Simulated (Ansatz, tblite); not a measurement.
Removing an electron: SnIH3 (SnH3I). The state is a singlet with charge 0. Geometry: PBE-D4/def2-TZVP. Ansatz, gas phase; energy differences of separate SCF runs; the oxidised species was run as a doublet alone.

```xyz
5

Sn    0.088    0.201    0.097
I    -0.907   -2.068   -0.996
H     1.728   -0.108    0.491
H    -0.849    0.540    1.493
H    -0.061    1.436   -1.084
```

In the def2 sets I, Sn take a core potential; there is no spin–orbit coupling. The xTB rows come from tblite. Correlated methods freeze 8 core orbitals; core or outer-core shells of Sn, I are correlated, in sets that lack core-valence functions. HOMO above LUMO, or a gap near zero within one spin, warns that the state may not be the lowest or that an electron is smeared out.

```
              level  −HOMO (eV)  vertical IE (eV)  −LUMO (eV)  HOMO–LUMO gap (eV)
           GFN2-xTB       11.32             14.64        7.26                4.06
      HF/def2-TZVPP           –              8.80           –                   –
r2SCAN-D4/def2-TZVP        6.69              9.61        2.02                4.67
  PBE0-D4/def2-TZVP        7.53              9.65        1.47                6.05
     MP2/def2-TZVPP           –              9.76           –                   –
```

(1) Estimate the rows for GFN1-xTB, PBE-D4/def2-TZVP, CCSD/def2-TZVPP, CCSD(T)/def2-TZVPP.

## Answers

(1) 
```
             level  −HOMO (eV)  vertical IE (eV)  −LUMO (eV)  HOMO–LUMO gap (eV)                                     remarks
          GFN1-xTB       11.15             14.92        6.35                4.80                                           –
  PBE-D4/def2-TZVP        6.40              9.50        2.27                4.13  gap within one spin near zero (+1 doublet)
   CCSD/def2-TZVPP           –              9.58           –                   –                                           –
CCSD(T)/def2-TZVPP           –              9.64           –                   –                                           –
```

Relaxing the oxidised species (PBE-D4/def2-TZVP) changes its energy by -0.15 eV at PBE-D4/def2-TZVP, so the adiabatic ionisation energy to this nearest minimum is 9.35 eV. At PBE0-D4/def2-TZVP it is 9.45 eV.    Raw xTB energy differences between charge states are shifted by several eV; the methods need an empirical correction for them.
